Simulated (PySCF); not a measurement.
Compound: Ge(OEt)H3, C2H8GeO.
Bonds: Ge1–O2, O2–C3, C3–C4. Hydrogens: H10, H11, H12 on Ge1; H5, H6 on C3; H7, H8, H9 on C4.

The calculation used PBE0-D3(BJ)/def2-SVP geometry optimisation, gas phase (PySCF).

Q: Give the optimised bond lengths and angles.

A: 
| bond | length (pm) |
| --- | --- |
| Ge1–O2 | 178.2 |
| Ge1–H10 | 153.2 |
| Ge1–H11, Ge1–H12 | 154.4 |
| O2–C3 | 140.5 |
| C3–C4 | 151.1 |
| C3–H5, C3–H6 | 111.0 |
| C4–H7, C4–H8, C4–H9 | 110.0 |

Bonds in one row agree within 1 pm and their mean is given. A selection of angles:
| angle | degrees |
| --- | --- |
| O2–Ge1–H10 | 104.9 |
| O2–Ge1–H11 | 109.2 |
| H10–Ge1–H11 | 111.8 |
| H11–Ge1–H12 | 109.9 |
| Ge1–O2–C3 | 119.6 |
| O2–C3–C4 | 109.1 |
| O2–C3–H5 | 110.9 |
| C4–C3–H5 | 109.7 |
| H5–C3–H6 | 106.4 |
| C3–C4–H7 | 110.9 |
| C3–C4–H8 | 110.3 |
| H7–C4–H8 | 108.6 |
| H8–C4–H9 | 108.0 |

Dihedral angles: Ge1–O2–C3–C4 178° (antiperiplanar).

Ge1 (germanium bonded to O and 3 H) is distorted tetrahedral (angles from 104.9° to 111.8°). The 4 heavy atoms lie in one plane (0.010 Å rms). O2 (oxygen bonded to C and Ge) is bent (angle 119.6°).

Point group: Cs (every atom within 0.08 Å of its image). No frequency check. One conformer, not necessarily the lowest.
